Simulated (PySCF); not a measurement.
An unknown shows these calculated signals:

1H NMR (300 MHz, computed): δ 5.63 (m, 1H), 2.97 (m, 1H), 2.95 (m, 1H), 2.66 (m, 1H), 2.45 (m, 1H), 1.66 (m, 2H).

13C{1H} NMR (computed): δ 160.2 (C), 150.4 (C), 42.3 (CH2), 28.8 (CH2).

- structure optimised with GFN2-xTB
- NMR shieldings at PBE0/pcSseg-1/GIAO
- program: PySCF
- non-relativistic Hamiltonian, one computed conformer, isolated molecule, equivalent nuclei averaged

δ = σ(ref) − σ, references computed at the same level: 1H (σref 31.72), 13C (σref 186.93) vs TMS.

Question: Which of these does the molecule contain: a CF3 group, a heteroaromatic ring, a Si–CH3 group, a Si–H bond, a non-aromatic C=C double bond?

Answer: 
- A CF3 group: no.
- A heteroaromatic ring: no.
- A Si–CH3 group: no.
- A Si–H bond: yes (δH 5.63 (m)).
- A non-aromatic C=C double bond: yes.

The data belong to `P[Si@H](Cl)C1=C(Cl)CC1`, C4H7Cl2PSi; they needn't prove each group on their own.

Carbon signals by region: 1 in the far downfield region (above 160 ppm), 1 in the sp2 and nitrile region (100–160 ppm), 2 below 50 ppm. Above 160 ppm: 160.2, fully substituted alkene carbon.

Carbons that carry Cl, above all several Cl atoms, come out too deshielded, partly because spin–orbit coupling is missing. Splittings by 31P in the carbon and heteronuclear signals aren't shown, as no couplings were computed. Shifts are as computed. Against solution values, carbons near 30 ppm lie about +3 ppm off and those near 130 ppm about +5 ppm; carbons on Cl a further +6 ppm. Of 1211 compounds with measured shifts, 218 miss one by over three times the rms of a fit or turn the order of signals round; such compounds aren't used in these exercises. No couplings were computed; multiplicities are counted from neighbouring protons, with m where these are inequivalent, close in shift, in a saturated or five-membered ring or joined by F or P, and br s for small geminal =CH2 splittings.
